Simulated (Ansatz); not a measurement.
One change: `CC(C)[O][Zn][Cl]` becomes `CC(C)[O][Al]([F])[Cl]`.

Ansatz, PBE0-D4/def2-TZVP geometries, multiplicity 1. Each molecule was computed in one conformer, which needn't be the lowest.

Scalar relativity is left out up to krypton.

```json
{"property": "HOMO energy (PBE0/def2-TZVPP) / eV", "`CC(C)[O][Zn][Cl]`": "-7.70"}
{"property": "HOMO–LUMO gap (PBE0/def2-TZVPP) / eV", "`CC(C)[O][Zn][Cl]`": "6.63"}
{"property": "HOMO energy (ωB97M-V/def2-TZVPP) / eV", "`CC(C)[O][Zn][Cl]`": "-10.10"}
{"property": "HOMO energy (B3LYP/def2-TZVPP) / eV", "`CC(C)[O][Zn][Cl]`": "-7.47"}
{"property": "LUMO energy (B3LYP/def2-TZVPP) / eV", "`CC(C)[O][Zn][Cl]`": "-1.40"}
{"property": "HOMO energy (PBE/def2-TZVPP) / eV", "`CC(C)[O][Zn][Cl]`": "-6.22"}
```

**Question.** Give the same properties after the change, and the shifts. (Estimate.)

**Answer.** Computed: 
```json
{"property": "HOMO energy (PBE0/def2-TZVPP) / eV", "`CC(C)[O][Al]([F])[Cl]`": "-8.56", "shift": "-0.86"}
{"property": "HOMO–LUMO gap (PBE0/def2-TZVPP) / eV", "`CC(C)[O][Al]([F])[Cl]`": "7.81", "shift": "1.18"}
{"property": "HOMO energy (ωB97M-V/def2-TZVPP) / eV", "`CC(C)[O][Al]([F])[Cl]`": "-10.95", "shift": "-0.85"}
{"property": "HOMO energy (B3LYP/def2-TZVPP) / eV", "`CC(C)[O][Al]([F])[Cl]`": "-8.32", "shift": "-0.85"}
{"property": "LUMO energy (B3LYP/def2-TZVPP) / eV", "`CC(C)[O][Al]([F])[Cl]`": "-1.06", "shift": "0.34"}
{"property": "HOMO energy (PBE/def2-TZVPP) / eV", "`CC(C)[O][Al]([F])[Cl]`": "-7.05", "shift": "-0.83"}
```

With PBE0 the HOMO falls by 0.86 eV and the LUMO rises by 0.31 eV, so the gap widens by about 1.17 eV. PBE moves the HOMO by -0.83 eV and ωB97M-V by -0.85 eV.

B3LYP here is the variant with VWN-RPA as its local correlation; programs differ in this.
